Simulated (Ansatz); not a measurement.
`OC[SiH](F)CF` and `FC[SiH](F)F` differ in one atom or group.

Ansatz, PBE0-D4/def2-TZVP geometries, multiplicity 1. Each molecule was computed in one conformer, which needn't be the lowest.

| property | `OC[SiH](F)CF` |
| --- | --- |
| HOMO energy (PBE/def2-TZVPP) / eV | -6.20 |
| HOMO energy (ωB97M-V/def2-TZVPP) / eV | -10.09 |
| size of the dipole moment (PBE/def2-TZVPP) / D | 1.11 |
| HOMO energy (PBE0/def2-TZVPP) / eV | -7.74 |
| zero-point energy (PBE0-D4/def2-TZVP) / kJ/mol | 220.5 |
| size of the dipole moment (ωB97M-V/def2-TZVPP) / D | 1.27 |

Give the same properties after the change, and the shifts. (Estimate.)

Ansatz gave: 
```json
{"property": "HOMO energy (PBE/def2-TZVPP) / eV", "`FC[SiH](F)F`": "-7.53", "shift": "-1.33"}
{"property": "HOMO energy (ωB97M-V/def2-TZVPP) / eV", "`FC[SiH](F)F`": "-11.44", "shift": "-1.35"}
{"property": "size of the dipole moment (PBE/def2-TZVPP) / D", "`FC[SiH](F)F`": "1.32", "shift": "0.21"}
{"property": "HOMO energy (PBE0/def2-TZVPP) / eV", "`FC[SiH](F)F`": "-9.13", "shift": "-1.39"}
{"property": "zero-point energy (PBE0-D4/def2-TZVP) / kJ/mol", "`FC[SiH](F)F`": "117.6", "shift": "-102.9"}
{"property": "size of the dipole moment (ωB97M-V/def2-TZVPP) / D", "`FC[SiH](F)F`": "1.39", "shift": "0.12"}
```

With PBE0 the HOMO falls by 1.39 eV and the LUMO rises by 0.20 eV, so the gap widens by about 1.59 eV. PBE moves the HOMO by -1.33 eV and ωB97M-V by -1.35 eV. The zero-point energy changes by -102.9 kJ/mol with -12 modes. Dipoles are sizes alone; their direction can turn.
